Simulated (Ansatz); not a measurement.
```yaml
crystal:
  periodic: [false, false, false]
  atoms:
    - {symbol: C, position_ang: [-1.196461, 0.872859, -0.659740]}
    - {symbol: Ge, position_ang: [0.709689, 0.505296, -0.363257]}
    - {symbol: C, position_ang: [0.942211, -0.870243, 1.018878]}
    - {symbol: H, position_ang: [-1.703480, -0.044692, -0.971090]}
    - {symbol: H, position_ang: [-1.327332, 1.624873, -1.437967]}
    - {symbol: H, position_ang: [-1.660798, 1.232947, 0.259049]}
    - {symbol: H, position_ang: [1.371578, 0.041149, -1.688888]}
    - {symbol: H, position_ang: [0.502252, -0.539926, 1.960574]}
    - {symbol: H, position_ang: [0.445825, -1.793025, 0.705882]}
    - {symbol: H, position_ang: [1.999715, -1.080441, 1.179458]}
basis:
  gaussian: {orbitals: def2-TZVP}
magnetization: {spin_polarized: true, initial_magnetization: 1}
hamiltonian: {xc: {name: HF}}
correlation: {method: mp2, frozen_orbitals: {C: 9}}
output: {forces: true}
```

```sh
$ ansatz run in.yaml --threads 4 --pin off --events-out ev --progress --plain --max-ram 10444MiB
```

It prints (some lines left out):

```
Functional definition: HF
Error: "frozen_orbitals" has no count for Ge
```

Question: Something in this input is off. What?

Answer: Frozen orbitals are typed for one element alone, and the program wants a count for each. The input was rejected before any iteration.
